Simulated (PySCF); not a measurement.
**MoNI₃: from structure and modes to constants**

These are results of PySCF, PBE, basis Mo def2-SVP with ECP28, N def2-SVP, I def2-SVP with ECP28 (scalar-relativistic core potentials, no spin–orbit coupling, density fitting), not measurements.

The singlet minimum has C3v symmetry. Masses (u): Mo 97.90541, N 14.00307, I 126.90447.

```xyz
5
charge 0 multiplicity 1, angstrom
Mo    0.0001   -0.3304   -0.3439
N     0.0003   -1.4669   -1.5268
I    -0.0006    1.9653   -1.6047
I     2.1904   -0.7697    1.0233
I    -2.1899   -0.7708    1.0236
```

Harmonic wavenumbers (cm⁻¹): 48.3 (e, ×2), 78.7 (a1, ×1), 181.7 (a1, ×1), 202.8 (e, ×2), 287.5 (e, ×2), 1119.6 (a1, ×1).

Problem. What is the harmonic zero-point energy?

Solution. Half the sum of all 9 wavenumbers, 2457/2 = 1229 cm⁻¹, which is 14.7 kJ/mol (1 cm⁻¹ = 0.0119627 kJ/mol).

Problem. Find the vibrational entropy and heat capacity at 298.15 K.

Solution. With u = 1.43878 ω/T, each mode gives S = R[u/(eᵘ−1) − ln(1−e⁻ᵘ)] and C = R u² eᵘ/(eᵘ−1)².
```
  ω (cm⁻¹)      u  S (J/(mol K))  C (J/(mol K))
 48.3 (×2)  0.233          20.44           8.28
      78.7  0.380          16.42           8.22
     181.7  0.877           9.67           7.80
202.8 (×2)  0.979           8.82           7.68
287.5 (×2)  1.387           6.23           7.10
    1119.6  5.403           0.24           1.10
```
The sums over all modes are S = 97.3 and C = 63.2 J/(mol K); the softest mode gives 21 % of the entropy (each member, where degenerate).

This need not be the most stable arrangement of these atoms.
